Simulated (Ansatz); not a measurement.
Total energies of `CC(C)(C)C(N)=O`.

```xyz
18

C    -0.509   -0.753   -1.225
C     0.046   -0.239    0.105
C    -0.088   -1.323    1.165
C     1.521    0.140   -0.055
C    -0.752    0.989    0.561
N    -0.745    2.047   -0.290
O    -1.355    1.031    1.614
H     0.016   -1.666   -1.516
H    -1.573   -0.987   -1.143
H    -0.385   -0.031   -2.037
H     0.291   -0.979    2.128
H     0.477   -2.208    0.861
H    -1.132   -1.606    1.308
H     1.925    0.545    0.875
H     2.103   -0.747   -0.319
H     1.677    0.881   -0.842
H    -0.259    2.034   -1.165
H    -1.257    2.870   -0.025
```

Total charge 0; spin multiplicity 1. All single points use the PBE0-D4/def2-TZVP geometry. It is one conformer, not always the lowest. Basis def2-TZVPP, Ansatz 0.2.0.

RPA on PBE orbitals: Hartree–Fock energy of these orbitals -325.13749 Eh, correlation -2.11148 Eh (frozen core).

```
             functional                                       kind  energy without D4 (Eh)  D4 term (kJ/mol)
            LDA (SPW92)                                        LDA              -324.45512                 –
                    PBE                                        GGA              -326.86861             -40.4
                 revPBE                                        GGA              -327.18113            -134.0
                   BLYP                                        GGA              -327.14306             -89.1
                 r2SCAN                                   meta-GGA              -327.10058             -10.8
                 B97M-V                         meta-GGA with VV10              -327.26583                 –
                   PBE0         global hybrid, 25 % exact exchange              -326.90275             -34.1
                r2SCAN0                      meta-GGA hybrid, 25 %              -327.06411             -12.3
HSE06 (plane-wave form)                            screened hybrid              -326.88426             -31.5
                  BHLYP                        global hybrid, 50 %              -327.08897             -43.9
                LC-ωPBE                long-range corrected hybrid              -327.08984                 –
                ωB97X-V       range-separated hybrid GGA with VV10              -327.19436                 –
                ωB97M-V  range-separated hybrid meta-GGA with VV10              -327.14190                 –
                 B2PLYP                              double hybrid              -327.00937                 –
```

Question: Give the same for B3LYP, r2SCANh, CAM-B3LYP, PBE-QIDH. (An estimate is asked.)

Answer: Computed: 
```json
{"functional": "B3LYP", "kind": "global hybrid, 20 %", "energy without D4 (Eh)": "-327.29579", "D4 term (kJ/mol)": "-63.8"}
{"functional": "r2SCANh", "kind": "meta-GGA hybrid, 10 %", "energy without D4 (Eh)": "-327.08537", "D4 term (kJ/mol)": "-11.2"}
{"functional": "CAM-B3LYP", "kind": "range-separated hybrid", "energy without D4 (Eh)": "-327.12612", "D4 term (kJ/mol)": "-34.0"}
{"functional": "PBE-QIDH", "kind": "double hybrid", "energy without D4 (Eh)": "-326.86002", "D4 term (kJ/mol)": "–"}
```

B3LYP takes the VWN-RPA correlation (the form of Gaussian; ORCA's B3LYP/G). HSE06 is the plane-wave form, built on full-range PBE exchange. The double hybrids freeze the cores in their second-order part.

LC-ωPBE has ω = 0.4 bohr⁻¹.
